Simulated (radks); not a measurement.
Results of a calculation; reference values are marked as such.
Task: All-electron atom: V4+ in [Ar] 3d1. Code: a radial shooting solver on a logarithmic mesh with Libxc functionals. Model: scalar-relativistic Kohn-Sham, PBEsol, spin-polarised, spherical densities, finite nucleus; open shells are filled with parallel spins first; Fermi nuclear charge, rms radius 3.6002 fm. Some entries of the table are withheld. Estimate them.

orbital,occ.,eigenvalue (eV),<r> (bohr)
1s down,1,-5413.983,0.06650
1s up,1,-5413.977,0.06650
2s up,1,-659.1012,0.3086
2s down,1,-658.5961,0.3084
2p up,3,-559.8423,0.2743
2p down,3,-559.4535,0.2741
3s up,1,-123.6304,0.9225
3s down,1,-122.3465,0.9234
3p up,3,-96.8598,0.9680
3p down,3,-95.5954,0.9695
3d up,1,(1),1.075
3d down,0,(2),1.081

Result: 
(1) 3d up eigenvalue (eV): -55.7213
(2) 3d down eigenvalue (eV): -54.4808
